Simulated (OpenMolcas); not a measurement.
**d5 ions of charge +4 down a group with 4 fluoride ligands in tetrahedral coordination**

```json
{"Program": "OpenMolcas 26.06", "Method": "CASSCF", "Spin-orbit coupling": "RASSI with atomic mean-field integrals over the reference wave functions"}
```

The d shell is active. Anionic complexes are neutralised by point charges behind the ligands. Distances were set from a Shannon-type radius of the metal (high-spin where two are listed) plus a fixed donor radius (F 1.31 Å). Ligand basis ANO-RCC-VDZP, DKH2 Hamiltonian. States (labels of Td). Energies in cm-1 above the lowest state or level, χT in cm3 K/mol. Spin-only χT is S(S+1) / 2 for the spin of the ground state.

```
 Ion  Shell  R (Å)   Metal basis  Ground state  First gap with spin-orbit (degeneracies)  χT at 300 K  First state of another spin  Spin-only χT
Co4+    3d5   1.71  ANO-RCC-VTZP           6A1                              24172 (6, 4)        4.384              2S+1 = 4: 24210         4.375
Ir4+    5d5   1.81  ANO-RCC-VTZP           6A1                              420.9 (4, 2)        1.634                     2T2 2545         4.375
```

Every ion keeps the highest spin of its shell. χT departs most from the spin-only value for Ir4+, by -2.741 cm3 K/mol.

Without dynamic correlation the repulsion within the d shell is too large (B by tens of per cent), so at a given field states of lower spin stand too high. Ligand-to-metal charge-transfer states are missing. With no ligand orbital active B as a rule stays too high, so bands that hang on it stand too high and its fall with covalency is understated. The least metal-like active orbital is 78 % on the metal (Löwdin) and no ligand orbital is active, so the numbers are rough (holds for Co4+). With metal d orbitals alone and no dynamic correlation the field as a rule comes out too small, by tens of per cent, by up to half for chloride and softer ligands (holds for Co4+). Spin-orbit coupling mixes the spin-free states strongly: the lowest level takes only 32 % from its leading state, 6A1 (holds for Ir4+). This shell can be high or low spin here, a state of another spin lies low, and with metal d orbitals alone active their balance is uncertain, so the ground spin may be wrong (holds for Ir4+). The least metal-like active orbital is 71 % on the metal (Löwdin) and no ligand orbital is active, so the numbers are rough (holds for Ir4+). With metal d orbitals alone the field can be off either way by tens of per cent (holds for Ir4+). No measured value stands beside these numbers; the geometry was imposed, not optimised, and the real ion may take another.

A state without a sure symmetry label is named by its multiplicity alone.
